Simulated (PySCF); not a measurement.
SMILES C(#C)c1cccc(C(F)(F)F)c1 (C9H5F3) (GFN2-xTB optimised geometry):

```
17

C     -2.460    -2.351     0.000
C     -1.855    -1.313     0.002
C     -1.149    -0.087     0.000
C     -1.841     1.125    -0.003
C     -1.150     2.321    -0.006
C      0.235     2.329    -0.006
C      0.923     1.121     0.000
C      2.424     1.150    -0.023
F      2.933     2.050     0.836
F      2.903     1.489    -1.238
F      2.985    -0.027     0.285
C      0.245    -0.087     0.000
H     -2.985    -3.259    -0.001
H     -2.921     1.115    -0.002
H     -1.689     3.256    -0.009
H      0.782     3.259    -0.007
H      0.786    -1.021     0.004
```

Calculation: PBE0/def2-SVP (PySCF).

### Question
What are the frontier orbital energies and the dipole moment?

### Answer
HOMO-2 -8.37 eV, HOMO-1 -8.14 eV, HOMO -7.29 eV, LUMO -1.46 eV, LUMO+1 -0.95 eV; dipole moment 2.58 D.

Meta-Löwdin charges at PBE0/def2-SVP: C1 -0.18, C2 -0.03, C3 0.00, C4 -0.08, C5 -0.10, C6 -0.09, C7 -0.04, C8 0.75, F9 -0.27, F10 -0.27, F11 -0.26, C12 -0.09, H13 0.16, H14 0.12, H15 0.12, H16 0.12, H17 0.13.
